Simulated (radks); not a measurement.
Te II, 51 electrons, occupied as [Kr] 4d10 5s2 5p2 7p1 (not the ground configuration). Method: Dirac Kohn-Sham, BLYP, spin-unpolarised, spherical densities, finite nucleus; open shells are shared between the two j in proportion to 2j + 1; Fermi nuclear charge, rms radius 4.7423 fm; computed with a radial shooting solver on a logarithmic mesh with Libxc functionals.

Normalised radial functions P(r) = r R(r) (large component), r in bohr:

```
   r/bohr * 4d5/2 (the largest magnitude, 1.1, reaches the edge; | marks zero)
 0.004304                             *
 0.005974                             *
 0.008294                             *
  0.01161                             *
  0.01611                             *
  0.02254                             *
   0.0313                             |*
  0.04379                             | *
  0.06079                             |   *
  0.08507                             |      *
   0.1181                             |          *
   0.1653                             |             *
   0.2294                             |             *
    0.321                             |    *
   0.4456                    *        |
   0.6186      *                      |
   0.8657  *                          |
    1.202         *                   |
    1.682                   *         |
    2.334                          *  |
    3.267                            *|
    4.535                             *
    6.345                             *
    8.809                             *
    12.33                             *
    17.11                             *
    23.94                             *
    33.24                             *
```

4d5/2: eigenvalue -57.097 eV, 1 radial node at r = 0.366 bohr, <r> = 0.974 bohr, 90 % of the charge inside 1.49 bohr.
